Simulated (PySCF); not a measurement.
A geometry optimisation on `COBOCC(C)(C)C`.

Method: PBE0-D3(BJ)/def2-SVP geometry optimisation, gas phase (PySCF 2.14.0). Start geometry: GFN2-xTB. A driver script takes a list of jobs; this job's settings line and coordinates (Å) are shown.

Command:
```bash
OMP_NUM_THREADS=1 python probes_run.py task.json out
```

Input:
```
{"job": {"xc": "PBE0", "basis": "def2-SVP", "d3": "d3bj", "grid": 1, "shake": 0.01, "kind": "geom"}, "charge": 0, "multiplicity": 1}
C      3.668760     0.420000    -0.012080
O      3.140040    -0.873620     0.086520
B      1.861340    -1.199210    -0.234750
O      1.050750    -0.262480    -0.691400
C     -0.329190    -0.540530    -1.007940
C     -1.296290     0.102150     0.024960
C     -1.024940    -0.506580     1.409880
C     -2.713760    -0.197610    -0.409000
C     -1.068920     1.615000     0.088980
H      3.032010     1.051260    -0.672440
H      4.659190     0.383530    -0.392600
H      3.673150     0.905220     0.982690
H      1.569050    -2.322590    -0.098300
H     -0.513160    -1.614570    -1.033080
H     -0.525240    -0.120710    -1.990140
H     -1.682620    -0.026880     2.157610
H     -1.226010    -1.563780     1.399060
H     -0.009070    -0.341980     1.710830
H     -2.936070     0.205420    -1.385570
H     -3.453560     0.240310     0.309940
H     -2.919930    -1.275450    -0.451570
H     -0.025470     1.803580     0.316720
H     -1.275110     2.066420    -0.920910
H     -1.719260     2.072690     0.806820
```

Output:
```
step   0  E = -412.27952699  max force = 0.043827
step   1  E = -412.28658595  max force = 0.010349
step   2  E = -412.28727319  max force = 0.002742
step   3  E = -412.28740578  max force = 0.001137
step   4  E = -412.28739998  max force = 0.003917
step   5  E = -412.28747771  max force = 0.002032
step   6  E = -412.28752808  max force = 0.000636
step   7  E = -412.28757771  max force = 0.000805
step   8  E = -412.28761580  max force = 0.000680
step   9  E = -412.28762608  max force = 0.000215
optimisation converged
```

Energies in Eh; «max force» is the largest Cartesian gradient component in Eh/bohr.

Q: Give the first gradient maximum in eV/Å.

A: With 1 Eh/bohr = 51.422 eV/Å, 2.254 eV/Å.

Q: How much energy does the optimisation release, in kcal/mol?

A: E(step 0) − E(last step) = 0.008099 Eh, which is 5.1 kcal/mol.

In short: final energy -412.28763 Eh after 9 steps; dipole 1.61 D.

Q: Where do the atoms end?

A: 0.069 Å rms from the input after alignment:
```
atom  x, y, z in Å
C1     3.6259    0.0306   -0.4675
O2     3.0264   -1.2356   -0.3499
B3     1.6967   -1.4146   -0.5007
O4     0.8930   -0.3587   -0.7804
C5    -0.5000   -0.4879   -0.9203
C6    -1.2605    0.2368    0.1950
C7    -0.8858   -0.3626    1.5506
C8    -2.7540    0.0424   -0.0642
C9    -0.9109    1.7251    0.1689
H10    3.0459    0.7024   -1.1187
H11    4.6357   -0.0975   -0.8848
H12    3.7211    0.5037    0.5240
H13    1.2579   -2.5373   -0.3850
H14   -0.7856   -1.5557   -0.9313
H15   -0.7843   -0.0547   -1.8950
H16   -1.4459    0.1289    2.3613
H17   -1.1139   -1.4401    1.5881
H18    0.1866   -0.2353    1.7618
H19   -3.0496    0.4581   -1.0410
H20   -3.3520    0.5494    0.7088
H21   -3.0286   -1.0247   -0.0530
H22    0.1720    1.8734    0.2921
H23   -1.2101    2.1864   -0.7859
H24   -1.4270    2.2629    0.9798
```

Q: Estimate the wall time. Hardware: one thread of an AMD EPYC 7B13, no GPU, shared host with 96 logical CPUs at a one-minute load of 36. And the peak memory of the process?

A: About 3.1 min, with 0.82 GiB resident at the peak, the Python interpreter and its libraries included.
Labels such as C1 count atoms from 1, the log's own numbers from 0.
